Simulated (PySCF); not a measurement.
Correlation energy of Ne (neon, neutral)

[Ne], closed-shell 1S. Calculation: PySCF 2.14, in aug-cc-pVQZ (6s5p4d3f2g, 80 functions); the non-relativistic Hamiltonian (point nucleus). Frozen: 1s2; 8 electrons correlated.

MP2 pair energies summed by pair of shells (mhartree):

```csv
pair,energy,share (%)
2p-2p,-208.45,70.1
2s-2p,-77.98,26.2
2s-2s,-10.81,3.6
```

Total MP2 correlation energy: -297.24 mhartree.

Same-spin part -74.33 and opposite-spin part -222.92 mhartree; SCS-MP2 scales them by 1/3 and 6/5 to -292.28 mhartree.
